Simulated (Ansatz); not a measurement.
InH, SMILES [InH] (connectivity only; charge and spin as stated), neutral, multiplicity 1.

Geometry: B3LYP-D3(BJ)/def2-TZVPD. The def2 effective core potentials stand for the cores of In; spin–orbit coupling is left out.

Two levels are set side by side: PBE/def2-TZVPD (Ansatz, a first-principles code) and PBE0/def2-TZVPD (Ansatz). Energy differences of separate SCF runs at the same geometry; the states with an electron removed or added have multiplicity 2 and 2. Differences are taken from unrounded values.

| quantity | PBE |
|---|---|
| vertical ionisation energy (eV) | 7.95 |
| vertical singlet–triplet gap (eV) | 2.08 |

Question: These are the PBE values. What does PBE0 give? (An estimate is asked for; the answer gives what the named calculation found.)

Answer: 
```csv
quantity,PBE0,PBE minus PBE0
vertical ionisation energy (eV),7.93,0.03
vertical singlet–triplet gap (eV),2.01,0.07
```
